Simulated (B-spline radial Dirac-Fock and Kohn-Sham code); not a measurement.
# Auger decay of the 4p1/2 hole in Au⁷⁺

System: Au⁷⁺ in the configuration [Xe] 4f14 5d4.

Input file task.json (cfg lists n, l and occupation; rrms is the nuclear radius in fm):

```json
{"items": [{
  "Z": 79,
  "q": 7,
  "cfg": [[1, 0, 2], [2, 0, 2], [2, 1, 6], [3, 0, 2], [3, 1, 6], [3, 2, 10], [4, 0, 2], [4, 1, 6], [4, 2, 10], [4, 3, 14], [5, 0, 2], [5, 1, 6], [5, 2, 4]],
  "A": 197,
  "rrms": 5.4371,
  "do": ["binding", "quiet", "decay"],
  "holes": ["K", "L1", "L2", "L3", "M1", "M2", "M3", "M4", "M5", "N1", "N2", "N3", "N4", "N5", "N6", "N7"]
}]}
```

Run with: `python xray_run.py task.json out`

Level of theory: a relativistic independent-particle model: LDA orbitals of the hole state, radiative multipoles to third order, Auger rates from the Coulomb interaction with a continuum orbital, Dirac-Fock energies; a B-spline atomic structure program. Kinetic energies are configuration averages from the vacuum level; the two-hole energies are estimated from single-hole states.

```tsv
transition	kinetic energy (eV)	width (meV)	share (%)
N2-N4O1	36.82	672	5.5
N2-N4N6	53.96	2070	17.0
N2-N4N7	54.94	4460	36.6
N2-N5O1	55.02	104	0.9
N2-N5N6	69.69	648	5.3
N2-N5N7	75.32	170	1.4
N2-N4O2	80.97	512	4.2
N2-N5O2	98.89	433	3.6
N2-N4O3	100.0	802	6.6
N2-N5O3	118.3	98.8	0.8
N2-N4O4	160.5	172	1.4
N2-N4O5	162.9	294	2.4
N2-N6O1	307.7	75.5	0.6
N2-N7O1	311.3	43.5	0.4
N2-N6N6	323.1	44.9	0.4
N2-N6N7	326.1	299	2.5
N2-N6O2	351.7	321	2.6
N2-N7O2	355.2	507	4.2
N2-N6O3	370.8	63.4	0.5
N2-O2O3	392.7	55.4	0.5
N2-N7O4	434.8	73.9	0.6
```

Coster-Kronig rates are the weakest part of this model and often come out 1.5 to 2.5 times too large. Super-Coster-Kronig decay this fast strains the one-particle picture, and such widths tend to come out too large. The listed channels hold 98 % of the non-radiative rate. Summed by principal shells, of 12.2 eV in all: NNN 63.2 %, NNO 35.4 %, NOO 1.4 %.

Values without a named source are computed, but for edge energies of neutral atoms, which are taken from tables.
